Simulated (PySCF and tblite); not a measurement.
Results of a calculation; reference values are marked as such.
C8H12, numbered as in [CH:1]#[C:2][CH:3]1[CH2:4][CH2:5][CH2:6][CH2:7][CH2:8]1.

Conformers came from 90 starts (ETKDG and KDG, MMFF94s, GFN2-xTB); geometries are PBE0-D3(BJ)/def2-SVP. Energies: CAM-B3LYP-D3(BJ)/def2-SVPD (IEF-PCM, chloroform), with GFN2-xTB thermal terms (modes under about 100 cm⁻¹ blended into free rotors). Symmetry numbers and mirror images are counted. Conformers within 3 kcal/mol (GFN2-xTB free energy) were kept, 8 at most. Programs: PySCF with density fitting and tblite.

The 6-ring runs over atoms 3–4–5–6–7–8.

```
conformer                                       shape  symmetry
        1  6-ring chair (all substituents equatorial)        Cs
        2                     6-ring chair (C2 axial)        Cs
```

(1) Which of these conformers is the most populated at 298.15 K, and with what share?

(2) Give the DFT energies and free energies relative to the lowest, and all weights.

(3) How does its share change from 220 K to 380 K?

Results:

(1) Conformer 1, about 75 %.

(2) 
```json
{"conformer": "1", "shape": "6-ring chair (all substituents equatorial)", "E(DFT) kcal/mol": "0.00", "G(298.15 K) kcal/mol": "0.00", "weight %": "75.3"}
{"conformer": "2", "shape": "6-ring chair (C2 axial)", "E(DFT) kcal/mol": "0.53", "G(298.15 K) kcal/mol": "0.66", "weight %": "24.7"}
```

(3) From 81 % to 71 %; the mixing entropy goes from 0.97 to 1.19 cal/(mol K).
